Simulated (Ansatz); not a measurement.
C₂H₅CuN₂ (`CC#[N+][Cu-][NH2]`) at its PBE0-D4/def2-TZVP geometry, where that method's forces vanish. Total charge 0; spin multiplicity 1.

```xyz
10

C    -0.8959    2.3565    0.9485
C    -0.4129    1.0819    0.4732
N    -0.0293    0.0693    0.0940
Cu    0.5812   -1.5375   -0.5312
N     1.1977   -3.1726   -1.0350
H    -0.4018    3.1663    0.4087
H    -1.9730    2.4273    0.7869
H    -0.6887    2.4604    2.0151
H     0.5522   -3.7031   -1.6094
H     2.0704   -3.1485   -1.5507
```

Question: What forces (eV/Å) does B3LYP-D4/def2-TZVPP give on these atoms in the Gaussian-basis code of Ansatz? (Estimate.)

Answer: The calculation gave: 
```
C1  -0.057  0.148  0.053
C2   0.020 -0.056 -0.014
N3  -0.019  0.050  0.019
Cu4  0.000  0.000  0.005
N5   0.038 -0.095 -0.076
H6  -0.034 -0.019  0.036
H7   0.048  0.018  0.016
H8  -0.019  0.018 -0.046
H9   0.003 -0.035  0.003
H10  0.020 -0.029  0.004
```

B3LYP here is the variant with VWN-RPA as its local correlation; programs differ in this.
